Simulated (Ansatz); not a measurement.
The Bi1–H2 bond of BiH3 (SMILES [BiH3]) is stretched (multiplicity 1, the rest rigid).
Geometry at rest (charge 0, multiplicity 1):
```xyz
4

Bi     0.0006    -0.0011     0.0359
H     -1.4703    -0.2134    -0.9736
H      0.9197    -1.1034    -1.0448
H      0.4970     1.4112    -0.9575
```

Cores are frozen in the correlated methods. Filled d and f shells under p-block atoms count as core.

Codes used: Ansatz (a quantum-chemistry and plane-wave program) with Gaussian orbitals. Each number belongs to the level named beside it. In def2 rows elements past Kr take small-core potentials, without spin–orbit coupling.

FIC-MRCISD+Q on CASSCF(2,2)/def2-TZVPP, total energies (hartree):

```tsv
R (Å)	CASSCF	MRCISD	weight c² of the reference
1.797	-215.281768	-215.418573	0.92220
3.144	-215.209234	-215.336541	0.92237
5.749	-215.194906	-215.320036	0.92316
```

Task: Add the Davidson correction (E_MRCISD − E_CASSCF)(1 − c²)/c² and give the energies above the first point at the three levels.

Result: 
Corrections (hartree): -0.011541, -0.010714, -0.010416. Above the first point (kcal/mol):
- R = 3.144 Å: CASSCF 45.5, MRCISD 51.5, with the correction 52.0
- R = 5.749 Å: CASSCF 54.5, MRCISD 61.8, with the correction 62.5
